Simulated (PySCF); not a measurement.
**Interval between two levels of Cu²⁺ by level of theory**

Cu²⁺ [Ar] 3d9 [2D5/2, M_J = 5/2] → Cu²⁺ [Ar] 3d8 4p1 [4G11/2, M_J = 11/2], as a difference of total energies. Calculation: PySCF 2.14, in x2c-TZVPall-2c with one added diffuse shell each of s, p, d type (7s8p5d1f, 63 functions); the two-component X2C-1e Hamiltonian. Correlated levels: [Ne] frozen; the 6 highest virtual spinors dropped. "Screened" scales the spin-orbit matrix elements by Boettger's factors to mimic the two-electron term; Breit and QED terms are absent.

| method | interval between two levels (cm⁻¹) |
| --- | --- |
| GHF (spin-free) | 104650 |
| GMP2 (spin-free) | 123380 |
| GHF (screened spin-orbit) | 104520 |
| GMP2 (screened spin-orbit) | 123290 |

The labels give the starting determinants; with spin-orbit coupling the two ends relaxed to ⟨J²⟩ = 8.75, ⟨L²⟩ = 6.00, ⟨S²⟩ = 0.75 and ⟨J²⟩ = 35.75, ⟨L²⟩ = 20.02, ⟨S²⟩ = 3.75.
